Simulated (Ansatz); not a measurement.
Basis sets compared for Si(SiH3)4 (Si5H12). Total charge 0; singlet. Geometry r2SCAN-D4/def2-SVP. Ansatz on 4 threads of Arm Neoverse V2 on a shared host; times are rough, and most runs start from earlier orbitals.

```
atom    x (Å)    y (Å)    z (Å)
 Si1   0.0002   0.0007   0.0000
 Si2   1.8007  -1.1835   0.9280
 Si3  -1.8782  -0.2180   1.3891
 Si4  -0.4932  -0.8657  -2.1241
 Si5   0.5713   2.2682  -0.1927
  H6   2.1136  -0.6618   2.2941
  H7   3.0144  -1.0346   0.0673
  H8   1.4625  -2.6362   1.0345
  H9  -3.0434   0.5110   0.8006
 H10  -1.5901   0.3504   2.7417
 H11  -2.2426  -1.6600   1.5427
 H12   0.7011  -0.7569  -3.0169
 H13  -1.6245  -0.1083  -2.7423
 H14  -0.8822  -2.3054  -2.0168
 H15   0.9149   2.8294   1.1501
 H16  -0.5761   3.0427  -0.7584
 H17   1.7516   2.4281  -1.0970
```

Binding counts from free atoms (Si triplet, H doublet) in the same basis, without a counterpoise term.

| level | functions | energy (Eh) | HOMO (eV) | LUMO (eV) | binding per atom (eV) | wall time |
| --- | --- | --- | --- | --- | --- | --- |
| PBE-D4/def2-SVP | 150 | -1453.4475 | -6.97 | -0.90 | 2.95 | 2.1 s |
| PBE0-D4/def2-SVP | 150 | -1453.6088 | -8.06 | -0.15 | 2.95 | 2.9 s |

(1) Estimate the rows for PBE-D4/def2-TZVP (with forces), PBE0-D4/def2-TZVP.

Results:

(1) 
| level | functions | energy (Eh) | HOMO (eV) | LUMO (eV) | binding per atom (eV) | wall time |
| --- | --- | --- | --- | --- | --- | --- |
| PBE-D4/def2-TZVP (with forces) | 257 | -1453.9566 | -6.96 | -1.15 | 2.96 | 4.8 s |
| PBE0-D4/def2-TZVP | 257 | -1454.1117 | -8.01 | -0.37 | 2.96 | 8 s |
